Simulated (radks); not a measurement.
Values are calculated unless marked as measured or tabulated.
Task: Orbital eigenvalues (eV) of the gallium ion Ga3+, [Ar] 3d10, of relativity; Dirac values are averaged over j with weights 2j + 1. Spin-unpolarised spherical Kohn-Sham, PBE, point nucleus unless stated (finite: rms radius 3.9973 fm), a radial shooting solver on a logarithmic mesh with Libxc functionals. A level marked "c x" has the speed of light scaled by that factor and shares open shells by 2j + 1; other Dirac levels either fill j = l - 1/2 first or share by 2j + 1.

shell       non-rel.
1s            -10125
2s           -1265.3
2p           -1124.9
3s           -176.68
3p           -131.10
3d           -52.852
4s (empty)   -35.967
4p (empty)   -27.032

Give the values at the level "Dirac, 2j+1 shares, finite nucleus".

Result: 
shell       Dirac, 2j+1 shares, finite nucleus  change of magnitude (%)
1s                                      -10261                    +1.34
2s                                     -1295.3                    +2.37
2p                                     -1132.0                    +0.64
3s                                     -181.72                    +2.85
3p                                     -132.49                    +1.06
3d                                     -52.479                    -0.71
4s (empty)                             -36.571                    +1.68
4p (empty)                             -27.201                    +0.63
